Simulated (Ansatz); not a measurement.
Ansatz (a first-principles code) job for H5N2NbO2, SMILES [NH2][Nb]([NH2])(=[O])[OH], multiplicity 1, PBE-D3(BJ)/def2-SVP. 

Ansatz 0.2 input:
```yaml
crystal:
  periodic: [false, false, false]
  atoms:
    - {symbol: Nb, position_ang: [0.05797251, -0.01860787, 0.00000000]}
    - {symbol: O, position_ang: [1.74151131, 0.19151240, -0.00000002]}
    - {symbol: O, position_ang: [-0.52354024, -1.83799845, 0.00000005]}
    - {symbol: H, position_ang: [-0.07078953, -2.68529161, 0.00000007]}
    - {symbol: N, position_ang: [-0.62409343, 0.86025774, -1.63547808]}
    - {symbol: H, position_ang: [-1.59738031, 0.88603344, -1.92957492]}
    - {symbol: H, position_ang: [-0.05889166, 1.40221331, -2.28344200]}
    - {symbol: N, position_ang: [-0.62409341, 0.86025782, 1.63547804]}
    - {symbol: H, position_ang: [-0.05889164, 1.40221342, 2.28344194]}
    - {symbol: H, position_ang: [-1.59738029, 0.88603354, 1.92957490]}
basis:
  gaussian:
    orbitals: def2-SVP
hamiltonian:
  xc: pbe
  dispersion: d3bj
relax: {f_tol: 0.002, max_steps: 200}
```

It prints:

```
Functional definition: PBE
integrals: 0.05 GiB planned
1197 factors; their error is unknown
mean field: 0.32 GiB planned
mean field evaluation 1: about -8672.2590 eV, gradient 1.2e2 eV
mean field evaluation 2: about -8444.5456 eV, gradient 3.2e2 eV
mean field evaluation 4: about -8695.2247 eV, gradient 4.5e1 eV
mean field evaluation 8: about -8698.8415 eV, gradient 2.4e0 eV
mean field evaluation 16: about -8698.8096 eV, gradient 1.9e-3 eV
mean field -8698.80962169 eV, -319.6753573321 hartree, gradient 1.6e-5 eV, S^2 0.000000; 0 other end points of the search recorded, 0 dependent functions left out
the calculation of the forces begins
reference -8698.80969992 eV, -319.6753602072 hartree; 24, 24 occupied and 88, 88 virtual orbitals, 1197 factors
relax step   1: F+E_penalty+E_count = -8699.01128032 eV  Δ(F+E_penalty+E_count) = +0.000e0 eV  max|allowed force component| = 1.213e0 eV/Å  Δτ_max = 0.0000 Å  (33 SCF iters, accepted)
these checks for a lower state are left out or cut short: starts, cluster_reference, orbital_swaps, neighbouring_geometries, increment
integrals: 0.05 GiB planned
1197 factors; their error is unknown
mean field: 0.32 GiB planned
mean field -8698.84335647 eV, -319.6765970626 hartree, gradient 1.4e-5 eV, S^2 0.000000; 0 other end points of the search recorded, 0 dependent functions left out
the calculation of the forces begins
reference -8698.84343479 eV, -319.6765999409 hartree; 24, 24 occupied and 88, 88 virtual orbitals, 1197 factors
relax step   2: F+E_penalty+E_count = -8699.04332285 eV  Δ(F+E_penalty+E_count) = -3.204e-2 eV  max|allowed force component| = 1.543e-1 eV/Å  Δτ_max = 0.0256 Å  (34 SCF iters, accepted)
these checks for a lower state are left out or cut short: starts, cluster_reference, orbital_swaps, neighbouring_geometries, increment
integrals: 0.05 GiB planned
1197 factors; their error is unknown
mean field: 0.32 GiB planned
mean field evaluation 32: about -8698.8868 eV, gradient 7.7e-1 eV
mean field -8698.84485785 eV, -319.6766522372 hartree, gradient 2.5e-5 eV, S^2 0.000000; 0 other end points of the search recorded, 0 dependent functions left out
the calculation of the forces begins
reference -8698.84493617 eV, -319.6766551154 hartree; 24, 24 occupied and 88, 88 virtual orbitals, 1197 factors
relax step   3: F+E_penalty+E_count = -8699.04493817 eV  Δ(F+E_penalty+E_count) = -1.615e-3 eV  max|allowed force component| = 6.389e-2 eV/Å  Δτ_max = 0.0077 Å  (33 SCF iters, accepted)
these checks for a lower state are left out or cut short: starts, cluster_reference, orbital_swaps, neighbouring_geometries, increment
integrals: 0.05 GiB planned
1197 factors; their error is unknown
mean field: 0.32 GiB planned
mean field -8698.84524560 eV, -319.6766664867 hartree, gradient 2.5e-5 eV, S^2 0.000000; 0 other end points of the search recorded, 0 dependent functions left out
the calculation of the forces begins
reference -8698.84532393 eV, -319.6766693652 hartree; 24, 24 occupied and 88, 88 virtual orbitals, 1197 factors
relax step   4: F+E_penalty+E_count = -8699.04542241 eV  Δ(F+E_penalty+E_count) = -4.842e-4 eV  max|allowed force component| = 4.145e-2 eV/Å  Δτ_max = 0.0069 Å  (34 SCF iters, accepted)
these checks for a lower state are left out or cut short: starts, cluster_reference, orbital_swaps, neighbouring_geometries, increment
integrals: 0.05 GiB planned
1197 factors; their error is unknown
mean field: 0.32 GiB planned
mean field -8698.84552343 eV, -319.6766766967 hartree, gradient 2.5e-5 eV, S^2 0.000000; 0 other end points of the search recorded, 0 dependent functions left out
the calculation of the forces begins
reference -8698.84560177 eV, -319.6766795759 hartree; 24, 24 occupied and 88, 88 virtual orbitals, 1197 factors
relax step   5: F+E_penalty+E_count = -8699.04577704 eV  Δ(F+E_penalty+E_count) = -3.546e-4 eV  max|allowed force component| = 4.445e-2 eV/Å  Δτ_max = 0.0133 Å  (33 SCF iters, accepted)
these checks for a lower state are left out or cut short: starts, cluster_reference, orbital_swaps, neighbouring_geometries, increment
integrals: 0.05 GiB planned
1197 factors; their error is unknown
mean field: 0.32 GiB planned
mean field -8698.84562743 eV, -319.6766805186 hartree, gradient 2.5e-5 eV, S^2 0.000000; 0 other end points of the search recorded, 0 dependent functions left out
the calculation of the forces begins
reference -8698.84570579 eV, -319.6766833985 hartree; 24, 24 occupied and 88, 88 virtual orbitals, 1197 factors
relax step   6: F+E_penalty+E_count = -8699.04591601 eV  Δ(F+E_penalty+E_count) = -1.390e-4 eV  max|allowed force component| = 2.843e-2 eV/Å  Δτ_max = 0.0120 Å  (33 SCF iters, accepted)
these checks for a lower state are left out or cut short: starts, cluster_reference, orbital_swaps, neighbouring_geometries, increment
integrals: 0.05 GiB planned
1197 factors; their error is unknown
mean field: 0.32 GiB planned
mean field evaluation 64: about -8698.8882 eV, gradient 3.5e-1 eV
mean field -8698.84571151 eV, -319.6766836087 hartree, gradient 2.5e-5 eV, S^2 0.000000; 0 other end points of the search recorded, 0 dependent functions left out
the calculation of the forces begins
reference -8698.84578988 eV, -319.6766864885 hartree; 24, 24 occupied and 88, 88 virtual orbitals, 1197 factors
relax step   7: F+E_penalty+E_count = -8699.04597229 eV  Δ(F+E_penalty+E_count) = -5.628e-5 eV  max|allowed force component| = 4.703e-3 eV/Å  Δτ_max = 0.0043 Å  (33 SCF iters, accepted)
these checks for a lower state are left out or cut short: starts, cluster_reference, orbital_swaps, neighbouring_geometries, increment
integrals: 0.05 GiB planned
1197 factors; their error is unknown
mean field: 0.32 GiB planned
mean field -8698.84571767 eV, -319.6766838349 hartree, gradient 9.7e-6 eV, S^2 0.000000; 0 other end points of the search recorded, 0 dependent functions left out
the calculation of the forces begins
reference -8698.84579603 eV, -319.6766867147 hartree; 24, 24 occupied and 88, 88 virtual orbitals, 1197 factors
relax step   8: F+E_penalty+E_count = -8699.04597378 eV  Δ(F+E_penalty+E_count) = -1.488e-6 eV  max|allowed force component| = 9.202e-4 eV/Å  Δτ_max = 0.0010 Å  (25 SCF iters, accepted)
integrals: 0.05 GiB planned
1197 factors; their error is unknown
mean field: 0.32 GiB planned
mean field evaluation 96: about -8698.8457 eV, gradient 2.5e-3 eV
mean field -8698.84571767 eV, -319.6766838349 hartree, gradient 9.9e-6 eV, S^2 0.000000; 1 other end points of the search recorded, 0 dependent functions left out
the calculation of the forces begins
reference -8698.84579603 eV, -319.6766867147 hartree; 24, 24 occupied and 88, 88 virtual orbitals, 1197 factors
Total energy: -8699.04605215 eV, -319.6840459912 hartree
Atom 0 at     0.060434    -0.025841     0.000000 Å, force     0.000466    -0.000636     0.000000 eV/Å
Atom 1 at     1.767306     0.178697    -0.000000 Å, force    -0.000161     0.000150    -0.000000 eV/Å
Atom 2 at    -0.550744    -1.855446     0.000000 Å, force    -0.000056    -0.000138    -0.000000 eV/Å
Atom 3 at    -0.044614    -2.685734     0.000000 Å, force    -0.000037     0.000315    -0.000000 eV/Å
Atom 4 at    -0.625646     0.860141    -1.647773 Å, force    -0.000319     0.000171     0.000920 eV/Å
Atom 5 at    -1.608445     0.893734    -1.940262 Å, force    -0.000011    -0.000048    -0.000398 eV/Å
Atom 6 at    -0.059888     1.413599    -2.299247 Å, force     0.000224     0.000032    -0.000347 eV/Å
Atom 7 at    -0.625646     0.860141     1.647773 Å, force    -0.000319     0.000171    -0.000920 eV/Å
Atom 8 at    -0.059888     1.413599     2.299247 Å, force     0.000224     0.000032     0.000347 eV/Å
Atom 9 at    -1.608445     0.893734     1.940262 Å, force    -0.000011    -0.000048     0.000398 eV/Å
Dipole moment:    -0.496577     0.059655    -0.000000 e Å
```

The calculation finished and met its thresholds.
